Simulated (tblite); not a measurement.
Species: C4H7OPSi.
Bonds: P1–Si2, Si2–C3, C3–C4 (aromatic), C4–C5 (aromatic), C5–C6 (aromatic), C6–O7 (aromatic), C3–O7 (aromatic). Hydrogens: H8, H9 on P1; H10, H11 on Si2; H12 on C4; H13 on C5; H14 on C6.

Computed with GFN2-xTB (tblite), gas phase: Langevin dynamics at 200 K from the optimised GFN2-xTB geometry, time step 0.5 fs, friction 0.01 fs⁻¹, 2000 steps.

Start geometry:
```
atom  x, y, z in Å
P1      3.013   -0.441    0.757
Si2     1.616    0.066   -0.929
C3     -0.175    0.126   -0.375
C4     -1.279   -0.631   -0.669
C5     -2.346   -0.111    0.096
C6     -1.819    0.926    0.805
O7     -0.517    1.075    0.532
H8      2.276   -1.522    1.214
H9      2.422    0.418    1.667
H10     1.725   -0.977   -1.951
H11     2.016    1.378   -1.444
H12    -1.316   -1.456   -1.351
H13    -3.359   -0.457    0.117
H14    -2.256    1.606    1.509
```

The statistics below take the 31 frames saved every 25 fs from 250 to 1000 fs; their kinetic temperature (all 3N coordinates) averages 202 K.

Q: Give the mean, spread and extremes of the bond lengths.

A: 
| bond | start (Å) | mean (Å) | standard deviation (Å) | shortest (Å) | longest (Å) |
| --- | --- | --- | --- | --- | --- |
| P1–Si2 | 2.247 | 2.261 | 0.045 | 2.174 | 2.372 |
| Si2–C3 | 1.876 | 1.877 | 0.034 | 1.810 | 1.959 |
| C3–C4 | 1.370 | 1.376 | 0.015 | 1.337 | 1.402 |
| C4–C5 | 1.412 | 1.430 | 0.017 | 1.392 | 1.474 |
| C5–C6 | 1.362 | 1.366 | 0.016 | 1.335 | 1.392 |
| C6–O7 | 1.339 | 1.338 | 0.028 | 1.284 | 1.387 |
| C3–O7 | 1.356 | 1.359 | 0.018 | 1.313 | 1.413 |
| P1–H8 | 1.386 | 1.389 | 0.024 | 1.342 | 1.438 |
| P1–H9 | 1.384 | 1.389 | 0.034 | 1.313 | 1.444 |
| Si2–H10 | 1.464 | 1.473 | 0.038 | 1.408 | 1.564 |
| Si2–H11 | 1.465 | 1.467 | 0.022 | 1.435 | 1.520 |
| C4–H12 | 1.071 | 1.075 | 0.025 | 1.015 | 1.123 |
| C5–H13 | 1.071 | 1.074 | 0.025 | 1.028 | 1.125 |
| C6–H14 | 1.072 | 1.077 | 0.026 | 1.035 | 1.134 |

Q: Give the same statistics for bond angles, one of each kind among heavy atoms.

A: 
| angle | start (°) | mean (°) | standard deviation (°) | smallest (°) | largest (°) |
| --- | --- | --- | --- | --- | --- |
| P1–Si2–C3 | 112.3 | 110.7 | 3.7 | 105.1 | 119.3 |
| Si2–C3–C4 | 133.5 | 132.7 | 5.5 | 123.7 | 142.4 |
| Si2–C3–O7 | 117.4 | 117.7 | 5.2 | 107.3 | 126.6 |
| C4–C3–O7 | 109.1 | 109.1 | 1.5 | 106.1 | 112.4 |
| C3–C4–C5 | 106.8 | 106.5 | 1.7 | 103.5 | 111.2 |
| C4–C5–C6 | 105.7 | 105.3 | 1.8 | 101.2 | 109.4 |
| C5–C6–O7 | 110.8 | 111.0 | 1.8 | 107.8 | 113.8 |
| C3–O7–C6 | 107.7 | 107.9 | 1.8 | 102.9 | 111.5 |

Q: How far does each atom move about its mean position (frames aligned on the start, all atoms weighted alike), and what rms force does it feel?

A: 
| atom | rms displacement (Å) | rms force (eV/Å) |
| --- | --- | --- |
| P1 | 0.28 | 1.05 |
| Si2 | 0.13 | 1.20 |
| C3 | 0.15 | 1.31 |
| C4 | 0.28 | 1.42 |
| C5 | 0.10 | 1.56 |
| C6 | 0.28 | 1.71 |
| O7 | 0.31 | 1.43 |
| H8 | 0.63 | 0.51 |
| H9 | 0.56 | 0.74 |
| H10 | 0.35 | 0.66 |
| H11 | 0.36 | 0.45 |
| H12 | 0.56 | 0.95 |
| H13 | 0.21 | 0.90 |
| H14 | 0.52 | 0.92 |

The displacements run from 0.10 to 0.63 Å, the largest at H8.

Q: Follow the torsion P1–Si2–C3–C4 through every second one of these frames.

A: 
```
t (fs)  P1–Si2–C3–C4 (°)
   250              -118
   300              -113
   350               -96
   400               -91
   450               -85
   500               -89
   550               -93
   600               -81
   650               -72
   700               -61
   750               -68
   800               -63
   850               -57
   900               -31
   950               -49
  1000               -63
```

Largest departure from the start value over all these frames: P1–Si2–C3–C4 83° (start -114°).

Q: How widely does the potential energy scatter, against a harmonic estimate?

A: Mean 0.34 eV above the start, standard deviation 0.069 eV, range 0.21 to 0.50 eV. For 36 classical harmonic modes at 200 K the canonical values are 36kT/2 = 0.31 eV and kT·√(36/2) = 0.073 eV.

The run is classical and short, so these are rough statistics of one trajectory.

The cost below is that of the whole dynamics run. Time: 12 s wall; peak memory 0.19 GiB. Hardware: one thread of an Arm Neoverse V2, shared host.
